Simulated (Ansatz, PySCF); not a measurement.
W(O)(S)(NH2)2 (H4N2OSW), SMILES [NH2][W](=[O])(=[S])[NH2], multiplicity 1. Atoms are numbered in the order given.

```xyz
9

W      0.1496    -0.0391     0.0000
O      0.7952    -1.6147     0.0000
S     -1.9999     0.0353     0.0000
N      0.7933     0.8409    -1.6033
H      0.3117     1.5917    -2.0897
H      1.6362     0.5600    -2.0965
N      0.7933     0.8409     1.6033
H      1.6362     0.5600     2.0965
H      0.3117     1.5917     2.0897
```

Coordinates come from a PBE0-D3(BJ)/def2-SVP optimisation. The spin state was assumed, not searched. The structure was generated by enumeration; whether it is a known compound was not checked. The def2 effective core potentials stand for the cores of W; spin–orbit coupling is left out. Other conformers were not sampled.

Two levels are set side by side: PBE-D3(BJ)/def2-SVP (Ansatz, an electronic-structure program) and PBE0-D3(BJ)/def2-SVP (Ansatz). Each level has its own optimised geometry; the coordinates shown are those of the second. Frequencies come from the Hessian of PySCF at each geometry. Differences are taken from unrounded values.

| quantity | PBE0-D3(BJ) |
|---|---|
| mean bond length (Å) | 1.474 |
| bond W1–O2 (Å) | 1.703 |
| bond W1–S3 (Å) | 2.151 |
| bond W1–N4 (Å) | 1.939 |
| bond W1–N7 (Å) | 1.939 |
| bond N4–H5 (Å) | 1.016 |
| bond N4–H6 (Å) | 1.016 |
| bond N7–H8 (Å) | 1.016 |
| bond N7–H9 (Å) | 1.016 |
| highest harmonic wavenumber (cm⁻¹) | 3693 |
| mean harmonic wavenumber (cm⁻¹) | 1162 |
| zero-point energy (kcal/mol) | 34.88 |

Q: What does PBE-D3(BJ) give, and how far is it from PBE0-D3(BJ)? (Estimate from the structure and the level; the computed values follow.)

A: 
```json
[
 {"quantity": "mean bond length (Å)", "PBE-D3(BJ)": "1.488", "PBE-D3(BJ) minus PBE0-D3(BJ)": "0.013"},
 {"quantity": "bond W1–O2 (Å)", "PBE-D3(BJ)": "1.725", "PBE-D3(BJ) minus PBE0-D3(BJ)": "0.023"},
 {"quantity": "bond W1–S3 (Å)", "PBE-D3(BJ)": "2.171", "PBE-D3(BJ) minus PBE0-D3(BJ)": "0.020"},
 {"quantity": "bond W1–N4 (Å)", "PBE-D3(BJ)": "1.954", "PBE-D3(BJ) minus PBE0-D3(BJ)": "0.015"},
 {"quantity": "bond W1–N7 (Å)", "PBE-D3(BJ)": "1.954", "PBE-D3(BJ) minus PBE0-D3(BJ)": "0.015"},
 {"quantity": "bond N4–H5 (Å)", "PBE-D3(BJ)": "1.024", "PBE-D3(BJ) minus PBE0-D3(BJ)": "0.008"},
 {"quantity": "bond N4–H6 (Å)", "PBE-D3(BJ)": "1.025", "PBE-D3(BJ) minus PBE0-D3(BJ)": "0.009"},
 {"quantity": "bond N7–H8 (Å)", "PBE-D3(BJ)": "1.025", "PBE-D3(BJ) minus PBE0-D3(BJ)": "0.009"},
 {"quantity": "bond N7–H9 (Å)", "PBE-D3(BJ)": "1.024", "PBE-D3(BJ) minus PBE0-D3(BJ)": "0.008"},
 {"quantity": "highest harmonic wavenumber (cm⁻¹)", "PBE-D3(BJ)": "3575", "PBE-D3(BJ) minus PBE0-D3(BJ)": "-118"},
 {"quantity": "mean harmonic wavenumber (cm⁻¹)", "PBE-D3(BJ)": "1120", "PBE-D3(BJ) minus PBE0-D3(BJ)": "-42"},
 {"quantity": "zero-point energy (kcal/mol)", "PBE-D3(BJ)": "33.63", "PBE-D3(BJ) minus PBE0-D3(BJ)": "-1.25"}
]
```

Exact exchange shortens and stiffens bonds; PBE has none. Differences between two approximate levels are no errors against the true value.
